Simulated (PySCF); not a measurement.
Structure problem from calculated spectra and properties.

Formula: C8H13F.

| Property | Result |
| --- | --- |
| NMR, other nuclei | isotropic shieldings of nuclei other than C and H, by class: 358 (1 F) ppm [GIAO PBE0/pcSseg-1] |
| 1H NMR | chemical shifts (computed TMS as zero) by class: 1.80 (6 H), 1.74 (6 H), 1.34 (1 H) ppm [GIAO PBE0/pcSseg-1] |
| 13C NMR | chemical shifts (computed TMS as zero) by class: 94.3 (1 C), 34.4 (3 C), 30.1 (3 C), 27.4 (1 C) ppm [GIAO PBE0/pcSseg-1] |
| Rotational structure | rotational constants A, B, C: 2.458, 1.572, 1.571 GHz [GFN2-xTB] |
| Dipole | 2.14 D [PBE0/pcSseg-1] |

Gas-phase values; electronic properties from PySCF, density fitting. Levels stand in brackets. Isolated species at its GFN2-xTB geometry, gas phase. NMR classes are plain means over equivalent atoms (diastereotopic ones count apart unless rotation or inversion swaps them), as if these changed places fast.

Problem. Give a SMILES that accounts for the data.

Solution. Numbering: `[F:1][C@@:2]12[CH2:3][CH2:4][C@@H:5]([CH2:6][CH2:7]1)[CH2:8][CH2:9]2`. Its formula, C8H13F, gives 2 degrees of unsaturation: 2 rings and 0 π bonds in the structure found. 8 carbons fall into 4 classes; from least to most shielded: sp3 C–F carbon [C2] (94.3 ppm), ring CH2 carbon [C3/C7/C9] (34.4 ppm, 3 C), ring CH2 carbon [C4/C6/C8] (30.1 ppm, 3 C), sp3 carbon at a ring junction [C5] (27.4 ppm). Hydrogen classes from least to most shielded: 6 H on 3 ring CH2 carbons, C3/C7/C9 (1.80 ppm), 6 H on 3 ring CH2 carbons, C4/C6/C8 (1.74 ppm), 1 H on an sp3 carbon at a ring junction, C5 (1.34 ppm). The other shieldings belong to: 358 ppm, alkyl fluorine [F1]. By its constants the optimised geometry is a nearly prolate symmetric top. Structure: `FC12CCC(CC1)CC2` (1-fluorobicyclo[2.2.2]octane). Computed isomers that give other values at the same levels: `FC1CCC2(CC1)CC2` (13C chemical shifts (computed TMS as zero) by class: 95.8 (1 C), 36.6 (2 C), 36.2 (2 C), 20.4 (1 C), 14.7 (1 C), 14.0 (1 C) ppm); `C=C(CC)C(=C)CCF` (13C chemical shifts (computed TMS as zero) by class: 159.3 (1 C), 152.0 (1 C), 120.2 (1 C), 117.1 (1 C), 86.8 (1 C), 44.4 (1 C), 36.3 (1 C), 16.5 (1 C) ppm); `C=CC(=C)[C@H](C)CCF` (13C chemical shifts (computed TMS as zero) by class: 159.2 (1 C), 147.9 (1 C), 122.0 (1 C), 118.3 (1 C), 86.0 (1 C), 39.6 (1 C), 32.0 (1 C), 27.5 (1 C) ppm). The assignments are read from this structure; whether some other isomer fits the data as well wasn't checked.
